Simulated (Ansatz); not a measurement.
`[NH2][GeH2][SiH2]O` + `[NH2][GeH2][OH]` → `[NH2][GeH2][O][GeH2][NH2]` + silanol  (cleavage of the Ge–Si bond)

Calculated with Ansatz (gas phase, PBE0-D4/def2-TZVP geometries, no zero-point term in ΔE). CCSD(T)/CBS adds triple-zeta CCSD(T) − MP2 to the extrapolated MP2 energy (def2 sets, frozen cores). Functionals use def2-TZVPP. B3LYP here is the variant with VWN-RPA as its local correlation; programs differ in this. For Ge outer-core shells are correlated without core-valence functions, which leaves a few kJ/mol of doubt a bond. Scalar relativity is left out up to krypton. Each species was taken in one conformer, which may not be the lowest.

```csv
level,ΔE (eV)
PBE-D4,-0.28
r2SCAN-D4,-0.45
PBE0-D4,-0.36
ωB97M-V,-0.52
PBE0,-0.34
B3LYP,-0.46
MP2/def2-TZVPP,-0.64
CCSD/def2-TZVPP,-0.62
```

Question: What does CCSD(T)/CBS give? (An estimate is asked.)

Answer: Ansatz gave: -0.53 eV. The listed levels differ from it by 0.25, 0.08, 0.17, 0.01, 0.19, 0.07, -0.11, -0.09 eV.

Largest T1 diagnostic among the species: 0.012.

From PBE to PBE0 (25 % exact exchange), in def2-TZVPP and without D4, ΔE moves by −0.09 eV. The D4 term adds −0.04 eV with B3LYP and −0.02 eV with PBE0; it sums over pairs of atoms, weighted by their polarisabilities, and B3LYP, whose exchange is more repulsive, gets the larger term. In def2-TZVPP, CCSD(T) changes the Hartree–Fock value by +0.24 eV (the triples alone add +0.02 eV) and MP2 by +0.20 eV.
